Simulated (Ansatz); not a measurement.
Reaction: CClF3 (chloro(trifluoro)methane, SMILES FC(F)(F)Cl) → F (doublet) + CClF2 (SMILES F[C](F)Cl, doublet) (the C-F bond breaks)
Each species at its own B3LYP-D3(BJ)/def2-TZVP minimum (Ansatz, a program for electronic structure).

Property: bond dissociation energy (electronic), in kJ/mol. UHF or UKS for unpaired electrons; spin-orbit terms are left out. CBS(X,Y): correlation extrapolated as X^-3, Hartree-Fock from the larger set (Q,5: extrapolated as (X+1)exp(-9√X)). A bracket is a step between two methods taken in the basis named. The functionals are non-relativistic, so their misses hold any scalar relativity. Double hybrids freeze cores in their MP2 part. '+ core + X2C': CCSD(T) terms for core correlation (cc-pwCVTZ, 1s frozen past Ne) and scalar relativity (cc-pVTZ-DK).

CCSD(T)/CBS(cc-pV(Q+d)Z,cc-pV(5+d)Z) + [CCSDT(Q) - CCSD(T)]/cc-pV(D+d)Z + core + X2C (Ansatz) gives 524.3 kJ/mol.

Q: How far off this value is PBE/def2-TZVPD (Ansatz), in which direction, and which of these levels come nearer: r2SCAN/def2-TZVPD, B3LYP/def2-TZVPD, wB97M-V/def2-TZVPD, B2PLYP/def2-TZVPD, CCSD(T)/CBS(cc-pV(Q+d)Z,cc-pV(5+d)Z) + core + X2C?

A: PBE gives 520.2 kJ/mol, 4.1 kJ/mol below it. Differences of the others: r2SCAN/def2-TZVPD (Ansatz) -20.2; B3LYP/def2-TZVPD (Ansatz) -31.6; wB97M-V/def2-TZVPD (Ansatz) -0.3; B2PLYP/def2-TZVPD (Ansatz) -20.4; CCSD(T)/CBS(cc-pV(Q+d)Z,cc-pV(5+d)Z) + core + X2C (Ansatz) 0.1 kJ/mol. Nearer than PBE: wB97M-V/def2-TZVPD, CCSD(T)/CBS(cc-pV(Q+d)Z,cc-pV(5+d)Z) + core + X2C.
